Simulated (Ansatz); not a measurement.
Gas-phase electronic energies from Ansatz, PBE0-D4/def2-TZVP geometries. CCSD(T)/CBS is the MP2 limit (def2-TZVPP, def2-QZVPP) plus CCSD(T) − MP2 in def2-TZVPP, frozen cores. This one scheme is used for every species. Functionals use def2-TZVPP. Each species was taken in one conformer, which may not be the lowest.

Reaction (ligand exchange at the Si–C bond): `C[Si](C)(O)[SiH3]` + H₂S → `C[Si](O)([SiH3])S` + CH₄

`C[Si](C)(O)[SiH3]`:

```xyz
15

C    -0.835    0.878    1.491
Si   -0.095   -0.296    0.248
C     1.770   -0.335    0.397
O    -0.751   -1.779    0.606
Si   -0.676    0.324   -1.949
H    -0.569    0.568    2.506
H    -0.465    1.895    1.337
H    -1.924    0.894    1.414
H     2.066   -0.633    1.407
H     2.195    0.652    0.195
H     2.218   -1.038   -0.310
H    -0.527   -2.512    0.031
H    -0.026    1.608   -2.342
H    -0.231   -0.716   -2.923
H    -2.148    0.489   -2.107
```

H₂S:

```xyz
3

S    -0.333    0.390    0.348
H     0.831   -0.252    0.526
H    -0.499   -0.138   -0.874
```

`C[Si](O)([SiH3])S`:

Z-matrix (Å, degrees):
```
C
Si 1 1.864
H 1 1.093 2 110.9
H 1 1.093 2 110.1 3 -120.0
H 1 1.094 2 111.0 3 120.2
O 2 1.651 1 112.5 3 176.2
Si 2 2.338 1 113.9 3 56.5
S 2 2.149 1 104.1 3 -63.2
H 6 0.960 2 116.9 1 69.9
H 7 1.489 2 111.9 1 69.1
H 7 1.488 2 109.7 1 -170.0
H 7 1.488 2 109.3 1 -51.1
H 8 1.344 2 94.8 1 175.5
```

CH₄:

```xyz
5

C     0.000    0.000    0.000
H    -0.907   -0.029    0.604
H     0.343   -1.017   -0.190
H     0.774    0.551    0.533
H    -0.210    0.495   -0.947
```

```
             level  ΔE (kJ/mol)
           ωB97X-V        -76.2
SCS-MP2/def2-QZVPP        -79.1
```

Question: What does CCSD(T)/CBS give? (An estimate is asked.)

Answer: The calculation gave: -77.4 kJ/mol. The listed levels differ from it by 1.2, -1.7 kJ/mol.

Largest T1 diagnostic among the species: 0.012.

The D4 term adds −3.1 kJ/mol with B3LYP and −1.5 kJ/mol with PBE0; it sums over pairs of atoms, weighted by their polarisabilities, and B3LYP, whose exchange is more repulsive, gets the larger term.

B3LYP here is the variant with VWN-RPA as its local correlation; programs differ in this.
